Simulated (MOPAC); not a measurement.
Breaking a bond: AlN, triplet.

AM1, unrestricted, heats of formation (MOPAC).

Energies are in kJ/mol, each relative to the lowest point of its own curve near equilibrium.

| R / Å | AM1 |
|---|---|
| 1.96 | … |
| 2.07 | … |
| 2.20 | 0.0 |
| 2.41 | … |
| 2.69 | 106.9 |
| 3.02 | … |
| 3.17 | … |
| 3.60 | 185.8 |
| 3.90 | 188.3 |
| 4.31 | … |
| 4.82 | 188.8 |
| 5.37 | 188.8 |
| 6.30 | 188.7 |
| 7.13 | 188.7 |

### Question
Complete the blanks.

### Answer

- 1.96, AM1: 22.8
- 2.07, AM1: 75.2
- 2.41, AM1: 38.7
- 3.02, AM1: 158.6
- 3.17, AM1: 171.0
- 4.31, AM1: 188.9

The scan ran from 1.42 to 7.13 Å; beyond the distances shown full CI changes its symmetry label.
